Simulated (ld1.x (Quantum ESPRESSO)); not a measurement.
# Al: variants of one TM potential

Base potential:

- Element: Al (Z = 13)
- Generator: ld1.x (Quantum ESPRESSO) 7.5
- Type: norm-conserving Troullier–Martins (Kleinman–Bylander form)
- Functional: LDA (PZ)
- Relativity: scalar-relativistic
- Frozen core: [Ne]
- Valence charge: 3
- Reference configuration: 3s2 3p1
- Partial waves: 3s (bound): rc 2.05 bohr; 3d channel at 0.2 Ry: rc 2.35 bohr; 3p (bound): rc 2.85 bohr
- Local potential: the p channel
- Core correction: none

Cutoffs, loose and tight: the cutoffs (Ry, on a coarse ladder) from which the occupation-weighted sum of valence levels, in a spherical-Bessel basis at the reference potential, stays within 10 and 1 mRy of its value at 400 Ry. They do not see the model core or the augmentation charge, which bear on the density cutoff. Test errors are all-electron minus pseudo excitation energies from the reference, over the configurations 3s2 3p0; 3s1 3p0; 3s2 3p0.5; 3s0 3p3; 3s1 3p1; 3s1 3p2; 3s2 3p1.3 (two spin-polarised tests are not counted in the largest error). A dash means not determined; rows that change the core or the reference have their own tests.

| change | outcome | cutoff, loose | cutoff, tight | bound ghosts | largest test error (meV) |
| --- | --- | --- | --- | --- | --- |
| base | generated | 10 Ry | 30 Ry | none | +83 |
| core correction a·sin(br)/r model core inside 1.00 bohr | generated | 10 Ry | 30 Ry | none | -7.3 |
| core correction a·sin(br)/r model core inside 1.20 bohr | generated | 10 Ry | 30 Ry | none | -6.8 |
| core correction a·sin(br)/r model core inside 1.76 bohr | generated | 10 Ry | 30 Ry | none | +29 |

Q: What comes out with this change to the base: core correction a·sin(br)/r model core inside 2.38 bohr?

A: outcome: generated; cutoff, loose: 10 Ry; cutoff, tight: 30 Ry; bound ghosts: none; largest test error (meV): +71.

Q: What comes out with this change to the base: core correction a·sin(br)/r model core inside 2.16 bohr?

A: outcome: generated; cutoff, loose: 10 Ry; cutoff, tight: 30 Ry; bound ghosts: none; largest test error (meV): +60.

Q: What comes out with this change to the base: core correction a·sin(br)/r model core inside 1.56 bohr?

A: outcome: generated; cutoff, loose: 10 Ry; cutoff, tight: 30 Ry; bound ghosts: none; largest test error (meV): +14.
